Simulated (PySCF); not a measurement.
Species: C4H4FN3.
SMILES: `C=Cn1ncc(F)n1`

Torsions of this conformer, `[CH2:1]=[CH:2][n:3]1[n:4][cH:5][c:6]([F:7])[n:8]1`: C1–C2–N3–N4 180°.

The closed-shell ground state was solved at several levels (PySCF, density fitting, gas phase, non-relativistic). One conformer (not necessarily the lowest) at the GFN2-xTB geometry, without solvent, vibrations or thermal averaging.

```csv
level,basis functions,HOMO (eV),LUMO (eV),gap (eV),dipole (D)
B3LYP/pcJ-1,256,-7.00,-1.53,5.47,1.22
CAM-B3LYP/def2-SVPD,195,-8.51,-0.34,8.17,1.31
```

Q: What might PBE0/pcSseg-1 (156 basis functions) give for the same quantities?

A: HOMO -7.23 eV, LUMO -1.34 eV, gap 5.89 eV, dipole 1.21 D.

Q: Over all these levels, which gives the widest orbital gap and which the narrowest?

A: CAM-B3LYP/def2-SVPD (range-separated hybrid) has the widest, 8.17 eV, and B3LYP/pcJ-1 (global hybrid, 20 % exact exchange) the narrowest, 5.47 eV. Functional and basis both differ between the two, so the spread mixes both effects.

Q: How far do the dipole and the HOMO energy spread over the levels?

A: The dipole runs from 1.21 to 1.31 D (mean 1.25 D) and the HOMO from -8.51 to -7.00 eV.
